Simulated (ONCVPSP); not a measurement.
# magnesium: ONCV pseudisation with Wu-Cohen, scalar-relativistic reference atom.

| Item | Value |
| --- | --- |
| Element | magnesium |
| Generator | ONCVPSP 4.0.1 |
| Type | optimised norm-conserving Vanderbilt (ONCV) |
| Functional | Wu-Cohen |
| Relativity | scalar-relativistic |
| Frozen core | [He] |
| Valence charge | 10 |
| Reference configuration | 2s2 2p6 3s2 |
| Partial waves | 2s+3s: rc 0.95 bohr, ncon 4, nbas 8, qcut 10.6 1/bohr, 2 projectors; 2p: rc 1.10 bohr, ncon 4, nbas 7, qcut 14 1/bohr, 2 projectors, debl 3.4 Ha; d scattering state at 0.21 Ha: rc 1.10 bohr, ncon 4, nbas 8, qcut 9.3 1/bohr, 2 projectors, debl 0.8 Ha |
| Local potential | polynomial inside 0.80 bohr (lpopt 5, dvloc0 1 Ha) |
| Core correction | polynomial model core, fcfact 0.55 |

All-electron outer shells of the reference configuration (Wu-Cohen, scalar-relativistic, ld1.x):

```
shell  level (eV)  outermost node (bohr)  outermost maximum (bohr)
   1s    -1258.53                      –                      0.09
   2s      -79.68                   0.18                      0.55
   2p      -46.66                      –                      0.48
   3s       -4.68                   0.90                      2.56
```

(1) Estimate the cutoffs (Ha) at which the residual kinetic energy of the hardest occupied pseudo-wave falls to 1 and 0.1 mHa per electron.

(2) Does the potential have ghost states?

(3) Which valence shell sets the plane-wave cutoff?

(4) Tests: 2s2 2p6 3s1; 2s2 2p6 3s0; 2s2 2p6 3s1.5; 2s2 2p6 3s0 3p2. Which has the largest error in its energy relative to the reference configuration, and how large is it?

Results:

(1) 69 Ha and 80 Ha.

(2) No bound ghost flagged; GHOST(+) flags only above 600 eV.

(3) 2p: 69 Ha for 1 mHa per electron, against 39 Ha for 2s.

(4) 2s2 2p6 3s0, with -1.1 meV (all-electron minus pseudo) on +22.70 eV.
